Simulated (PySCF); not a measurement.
## V (vanadium, neutral) across methods

[Ar] 3d3 4s2, high-spin 4F determinant. Calculation: PySCF 2.14, in def2-TZVPPD; the non-relativistic Hamiltonian (point nucleus).

| method | E (hartree) | mean ε 3d α (eV) | mean ε 4s α (eV) | mean ε 4s β (eV) | Σ⟨r²⟩ (bohr²) | ⟨S²⟩ |
| --- | --- | --- | --- | --- | --- | --- |
| PBE0 | -943.680 | -8.370 | -5.487 | -4.854 | 45.24 | 3.756 |
| r2SCANh | -943.846 | -7.782 | -5.305 | -4.533 | 45.58 | 3.768 |
| r2SCAN | -943.849 | -7.066 | -5.079 | -4.298 | 45.58 | 3.770 |
| r2SCAN0 | -943.840 | -8.874 | -5.640 | -4.887 | 45.60 | 3.766 |
| LDA | -941.715 | -6.475 | -5.050 | -4.389 | 44.59 | 3.755 |
| UHF | -942.87460 | -14.009 | -6.714 | -5.873 | 47.56 | 3.762 |
| TPSS | -943.908 | -6.551 | -4.920 | -4.204 | 45.23 | 3.756 |
| HSE06 | -943.701 | -7.940 | -5.171 | -4.486 | 45.16 | 3.756 |

Task: Estimate the same row for PBE.

Result: E (hartree) = -943.642; mean ε 3d α (eV) = -6.427; mean ε 4s α (eV) = -4.881; mean ε 4s β (eV) = -4.243; Σ⟨r²⟩ (bohr²) = 45.05; ⟨S²⟩ = 3.755.
